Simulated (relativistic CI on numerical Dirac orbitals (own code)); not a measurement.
## Ni3+ in a cubic cluster: L2,3 absorption with charge transfer

Computed with a charge-transfer multiplet model of a cubic metal-ligand cluster with up to 3 ligand holes, Slater and spin-orbit integrals from Dirac-Coulomb-Breit ions, Slater integrals scaled by 0.8. The parameters are those of a tetrahedral site (10Dq negative, t2 hopping the larger). The ground state mixes d7 with configurations of k ligand holes L, whose averages lie at kΔ + k(k − 1)U_dd/2; a core hole lowers each added d electron by U_cd. 300 K, Lorentzian 0.4 eV and Gaussian 0.3 eV FWHM.

Atomic integrals in eV (Slater integrals scaled, ζ unscaled), ground: F2dd 10.578, F4dd 6.603, zeta_d 0.089; with the core hole: F2dd 11.178, F4dd 6.982, zeta_d 0.114, zeta_core 11.406, F2cd 6.704, G1cd 5.115, G3cd 2.909.

Cluster parameters (eV): Δ = -1.2, U_dd = 6.5, 10Dq = -0.3, 10Dq(ligand) = 0, V(eg) = 1.68, V(t2g) = -2.85, final-state hopping factor = 1.

| Case | n_d | d7 | d8L | d9L2 | d10L3 | S |
| --- | --- | --- | --- | --- | --- | --- |
| U_cd = 6.6 eV | 7.78 | 0.35 | 0.53 | 0.12 | 0.00 | 1.50 |
| U_cd = 7.8 eV | 7.78 | 0.35 | 0.53 | 0.12 | 0.00 | 1.50 |
| U_cd = 8.4 eV | 7.78 | 0.35 | 0.53 | 0.12 | 0.00 | 1.50 |
| U_cd = 9 eV | 7.78 | 0.35 | 0.53 | 0.12 | 0.00 | 1.50 |
| U_cd = 10.2 eV | 7.78 | 0.35 | 0.53 | 0.12 | 0.00 | 1.50 |

Weights, n_d and S are thermal averages at 300 K. Photon energies count from the first peak over 30 % of the highest in each spectrum, which can be another peak from case to case. The parameters are a model scan and need not match a compound or its usual spin state. Peaks in eV (height, largest 100):
- U_cd = 6.6 eV: 0.0 (100), 1.1 (35), 17.6 (29), 18.2 (21)
- U_cd = 7.8 eV: 0.0 (100), 1.0 (30), 17.5 (27), 18.1 (21)
- U_cd = 8.4 eV: 0.0 (100), 17.4 (26), 18.1 (21)
- U_cd = 9 eV: 0.0 (100), 7.3 (7), 17.5 (26), 18.1 (22)
- U_cd = 10.2 eV: 0.0 (100), 7.3 (14), 17.4 (25), 18.0 (23), 24.8 (6)

Curve for U_cd = 9 eV (points under 2 left out, the grid thinned):

(E (eV), Intensity): (-1.8, 2.2), (-1.5, 3.1), (-1.2, 4.9), (-1.0, 7.3), (-0.7, 16.5), (-0.4, 43.5), (-0.1, 90.2), (0.2, 86.2), (0.4, 51.8), (0.7, 30.7), (1.0, 26.3), (1.3, 18.1), (1.6, 13.5), (1.8, 10.1), (2.1, 6.7), (2.4, 4.5), (2.7, 3.3), (3.0, 2.0), (5.5, 2.0), (6.5, 2.2), (6.8, 3.6), (7.1, 6.5), (7.4, 7.2), (7.6, 6.7), (7.9, 5.4), (8.2, 4.8), (8.5, 3.8), (8.7, 3.7), (9.0, 3.1), (9.3, 2.3), (16.4, 2.5), (16.7, 5.5), (16.9, 10.6), (17.2, 20.9), (17.5, 25.9), (17.8, 21.1), (18.1, 21.9), (18.3, 18.5), (18.6, 9.3), (18.9, 5.0), (19.2, 2.8), (24.5, 2.4), (24.7, 3.2), (25.0, 3.5), (25.3, 2.1)

For the case U_cd = 8.4 eV, Δ = -1.2 eV is smaller than U_dd = 6.5 eV, the charge-transfer side of the Zaanen-Sawatzky-Allen scheme (negative Δ: between configuration averages a ligand hole costs less than the nominal valence; multiplet and field energies can change this for the lowest states). With the core hole the configuration with one ligand hole lies at Δ + U_dd − U_cd = -1.3, -2.5, -3.1, -3.7, -4.9 eV from the one without, in the order of the table; where this is negative the screened configuration lies lower, though the effective hopping of about 4.2 eV (from the holes of the mixed ground state) mixes the two strongly wherever it is as large as the gap.
